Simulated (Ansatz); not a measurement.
Calculated with Ansatz (gas phase, PBE0-D4/def2-TZVP geometries, no zero-point term in ΔE). CBS: MP2 limit from def2 TZ/QZ plus the TZ coupled-cluster correction, frozen cores. Functionals use def2-TZVPP. For Se outer-core shells are correlated without core-valence functions, which leaves a few kJ/mol of doubt a bond. Scalar relativity is left out up to krypton. One conformer a species, not always the lowest.

Reaction (redistribution): `C[SiH](F)C#N` + `CB(Cl)[SeH]` → `C[Si](C)(F)C#N` + `ClB[SeH]`

| level | ΔE (eV) |
| --- | --- |
| PBE0-D4 | -0.06 |
| r2SCANh-D4 | -0.07 |
| B2PLYP | -0.06 |
| BLYP | -0.07 |
| r2SCAN | -0.07 |
| LC-ωPBE | -0.07 |
| HF/CBS(def2) | -0.05 |
| CCSD/CBS(def2) | -0.06 |

Task: What does CCSD(T)/CBS give? (Estimate.)

Result: Ansatz gave: -0.06 eV. The listed levels differ from it by 0.00, -0.01, 0.00, -0.01, -0.01, -0.01, 0.01, 0.00 eV.

Largest T1 diagnostic among the species: 0.012.

At CCSD(T), def2-SVP lies +0.06 eV from the extrapolated value and def2-TZVPP −0.00 eV. Leaving LDA and LC-ωPBE aside and taking each functional with its dispersion term where it has one, the values, not all of them listed here, spread over 0.03 eV, from ωB97M-V to B97M-V.
